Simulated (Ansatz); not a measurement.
Compare A (`FC1BCC1`) with its isomer B (`FB1CCC1`).

Calculated with Ansatz (gas phase, PBE0-D4/def2-TZVP geometries, no zero-point term in ΔE). CBS: MP2 limit from def2 TZ/QZ plus the TZ coupled-cluster correction, frozen cores. Functionals use def2-TZVPP. B3LYP here is the variant with VWN-RPA as its local correlation; programs differ in this.

**Question.** Which is lower in electronic energy at CCSD(T)/CBS, and by how much? (An estimate is asked.)

**Answer.** Computed: B, by 56.2 kcal/mol.

**Question.** Give E(B) − E(A) in kcal/mol with B3LYP-D4, r2SCAN-D4, B3LYP, MP2/def2-TZVPP, PBE0-D4, HF/def2-TZVPP, CCSD(T)/def2-TZVPP. (Best estimate.)

**Answer.** The calculation gave: B3LYP-D4 -56.0, r2SCAN-D4 -55.0, B3LYP -56.1, MP2/def2-TZVPP -57.6, PBE0-D4 -55.1, HF/def2-TZVPP -58.5, CCSD(T)/def2-TZVPP -56.5. None reverses the order clearly.

Largest T1 diagnostic: 0.012.

From PBE to PBE0 (25 % exact exchange), in def2-TZVPP and without D4, E(B) − E(A) moves by −1.2 kcal/mol. In def2-TZVPP, CCSD(T) changes the Hartree–Fock value by +2.0 kcal/mol (the triples alone add +0.6 kcal/mol) and MP2 by +0.9 kcal/mol.
